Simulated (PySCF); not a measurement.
Electron correlation in B²⁺ (boron, charge +2)

[He] 2p1, 2P determinant (an excited configuration). Computed with PySCF 2.14 in x2c-TZVPPall with one added diffuse shell each of s, p, d type (6s4p3d1f, 40 functions), with the spin-free X2C one-electron Hamiltonian (Gaussian nucleus). Frozen: nothing; 3 electrons correlated.

```
  level  correlation energy (mhartree)
   CCSD                         -16.54
    (T)                          -0.01
CCSD(T)                         -16.55
  CCSDT                         -16.55
```

Diagnostics: T1 = 0.00060, D1 = 0.0010, largest double amplitude 0.015.

Cost of the coupled-cluster step: roughly 0.3 core-seconds, for 3 correlated electrons.

Iterations:

```
CC2 = 0
CCSD nocc = (np.int64(2), np.int64(1)), nmo = (40, 40)
frozen orbitals [[], []]
max_cycle = 100
direct = 0
conv_tol = 1e-08
conv_tol_normt = 1e-06
diis_space = 8
diis_start_cycle = 0
Init t2, MP2 energy = -0.0149707537803657
Init E_corr(UCCSD) = -0.0149707537804655
cycle = 1  E_corr(UCCSD) = -0.0163631065088193  dE = -0.00139235273  norm(t1,t2) = 0.00262117
cycle = 2  E_corr(UCCSD) = -0.0165175157845233  dE = -0.000154409276  norm(t1,t2) = 0.000432084
cycle = 3  E_corr(UCCSD) = -0.0165406571098615  dE = -2.31413253e-05  norm(t1,t2) = 0.000101305
cycle = 4  E_corr(UCCSD) = -0.0165388300792381  dE = 1.82703062e-06  norm(t1,t2) = 1.55089e-05
cycle = 5  E_corr(UCCSD) = -0.0165389788727981  dE = -1.4879356e-07  norm(t1,t2) = 7.42648e-07
cycle = 6  E_corr(UCCSD) = -0.0165389830554673  dE = -4.18266915e-09  norm(t1,t2) = 5.72554e-08
UCCSD converged
E(UCCSD) = -23.1760951090626  E_corr = -0.01653898305546726
UCCSD(T) correction = -9.07767931625891e-06
```

This basis was not built for core-valence correlation, so the inner-shell part is incomplete.
